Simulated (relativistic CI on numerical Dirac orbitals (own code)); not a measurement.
Hyperfine structure of Ba XVIII, mass number 135

Method of calculation: Dirac-Coulomb-Breit CI, separate exchange-only KLI orbitals for each configuration, QED by a radiative potential, unscaled Slater integrals (own radial code, finite nucleus).

Configuration list (outside the closed core [Ar] 3d10): 4s2 4p6 4d3, 4s2 4p5 4d4, 4s2 4p6 4d2 4f, 4s 4p6 4d4, 4s2 4p6 4d2 5s, 4s2 4p6 4d2 5p, 4s 4p6 4d3 4f, 4s2 4p6 4d 4f 5s, 4s2 4p6 4d2 5d, 4s2 4p6 4d 5s 5p, 4s2 4p6 4d 4f2, 4s2 4p6 4f3, 4s2 4p6 4f2 5s, 4s2 4p6 4f2 5p, 4s 4p6 4d 4f3, 4p6 4d5, 4p5 4d6, 4s2 4p6 4d 5s2, 4s2 4p6 4f 5s2, 4s2 4p6 5s2 5p, 4s 4p6 4d 4f 5s2. Double excitations out of closed p, d and f shells are left out; levels of such configurations are missing from the list, as are those of other unlisted configurations, and high levels can miss mixing partners. These lack a partner that the ground configuration has and come out too high: 4s2 4p6 4d2 5d.

Nuclear spin I = 3/2, μ = 0.8381 μN, Q = 0.153 b (tables of Stone and Pyykkö). The electronic factors are computed for point nuclear moments, without core polarisation or the Bohr-Weisskopf and QED corrections.

| Level | E (cm⁻¹) | A (MHz) | B (MHz) |
| --- | --- | --- | --- |
| 4s2 4p6 4d3 4F_3/2 | 0.0 | 3722 | -372 |
| 4s2 4p6 4d3 4F_5/2 | 15549.3 | 2163 | -266 |
| 4s2 4p6 4d3 4F_7/2 | 27656.0 | 1936 | -192 |
| 4s2 4p6 4d3 4F_9/2 | 35554.6 | 2085 | 15 |
| 4s2 4p6 4d3 4P_1/2 | 39194.8 | -1605 |  |
| 4s2 4p6 4d3 2G_7/2 | 55560.3 | 2294 | 311 |
| 4s2 4p6 4d3 4P_5/2 | 57065.6 | 752.6 | 588 |
| 4s2 4p6 4d3 2H_9/2 | 58716.3 | 2079 | 633 |

Levels with J = 0, under 50 % of one LS term, or S terms without an open s electron are left out. Small factors come from cancelling terms and can be off by tens of per cent or more.

At this charge energies of transitions that change n are usually good to better than 1 %, and those within a shell (Δn = 0) to a few per cent. Terms inside the open d or f shell come out 10 to 20 % too wide with unscaled integrals.

Question: Give the hyperfine levels of 4s2 4p6 4d3 4F_3/2 relative to its centre of gravity.

Answer: With K = F(F + 1) − I(I + 1) − J(J + 1), E = AK/2 + B[¾K(K + 1) − I(I + 1)J(J + 1)]/[2I(2I − 1)J(2J − 1)]: F = 0: -14420, F = 1: -10330, F = 2: -2512, F = 3: 8282 MHz.

LS names give the leading component of a level, which can be under half, so a name can repeat, a term be missing and a line seem to break the LS rules.
